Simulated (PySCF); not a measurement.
# CsO: script and output

Input:

```python
from pyscf import gto, scf

mol = gto.M(
    atom='Cs 0 0 0; O 0 0 2.609',
    basis='def2-svp',
    ecp={'Cs': 'def2-svp'},
    charge=0,
    spin=1,
    verbose=4,
)
mf = scf.UHF(mol)
mf.kernel()
mf.dip_moment()
print('orbital energies (hartree):', [e[max(0, n-3):n+3].round(4) for e, n in zip(mf.mo_energy, mol.nelec)])
```

```bash
$ OMP_NUM_THREADS=1 python input.py
```

The log (some set-up lines and the per-cycle HOMO/LUMO lines with their warnings removed):

```
PySCF version 2.14.0

[INPUT] Symbol           X                Y                Z      unit          X                Y                Z       unit  Magmom
[INPUT]  1 Cs     0.000000000000   0.000000000000   0.000000000000 AA    0.000000000000   0.000000000000   0.000000000000 Bohr   0.0
[INPUT]  2 O      0.000000000000   0.000000000000   2.609000000000 AA    0.000000000000   0.000000000000   4.930295458990 Bohr   0.0

nuclear repulsion = 14.6035872695439
number of shells = 16
number of NR pGTOs = 59
number of NR cGTOs = 38
basis = def2-svp
ecp = {'Cs': 'def2-svp'}

******** <class 'pyscf.scf.uhf.UHF'> ********
method = UHF
initial guess = minao
damping factor = 0
level_shift factor = 0
DIIS = <class 'pyscf.scf.diis.CDIIS'>
SCF conv_tol = 1e-09
SCF max_cycles = 50
number electrons alpha = 9  beta = 8
init E= -90.7253325669106

cycle= 1 E= -94.5200028061809  delta_E= -3.79  |g|= 0.414  |ddm|= 1.46
cycle= 2 E= -94.5785851630426  delta_E= -0.0586  |g|= 0.231  |ddm|= 0.502
cycle= 3 E= -94.6022143383748  delta_E= -0.0236  |g|= 0.0383  |ddm|= 0.198
cycle= 4 E= -94.6032638482576  delta_E= -0.00105  |g|= 0.00996  |ddm|= 0.0438
cycle= 5 E= -94.6034107870821  delta_E= -0.000147  |g|= 0.00468  |ddm|= 0.0201
cycle= 6 E= -94.6034583348171  delta_E= -4.75e-05  |g|= 0.00189  |ddm|= 0.0122
cycle= 7 E= -94.6034680496749  delta_E= -9.71e-06  |g|= 0.000652  |ddm|= 0.00592
cycle= 8 E= -94.6034692864618  delta_E= -1.24e-06  |g|= 0.000136  |ddm|= 0.0025
cycle= 9 E= -94.6034693220369  delta_E= -3.56e-08  |g|= 3.64e-05  |ddm|= 0.000395
cycle= 10 E= -94.603469323636  delta_E= -1.6e-09  |g|= 1.12e-05  |ddm|= 6.7e-05
cycle= 11 E= -94.6034693238119  delta_E= -1.76e-10  |g|= 1.61e-06  |ddm|= 2.41e-05
Extra cycle  E= -94.6034693238152  delta_E= -3.3e-12  |g|= 7.93e-07  |ddm|= 3.04e-06
converged SCF energy = -94.6034693238152  <S^2> = 0.76024983  2S+1 = 2.0102237
Dipole moment(X, Y, Z, Debye):  0.00000, -0.00000, -9.69457
orbital energies (hartree): [array([-0.4146, -0.3298, -0.3298, -0.0038,  0.0283,  0.0283]), array([-0.6436, -0.2744, -0.2744, -0.0041,  0.0282,  0.0282])]
```

In short: E(SCF) = -94.603469 Eh, 11 cycles, ⟨S²⟩ = 0.760, μz(SCF) = -9.69 D.

Hardware: Intel Xeon Platinum 8488C, 1 thread, shared host. Wall time 0.72 s.

The bond length is a typed value, not an optimised one. No search for the lowest solution was made.
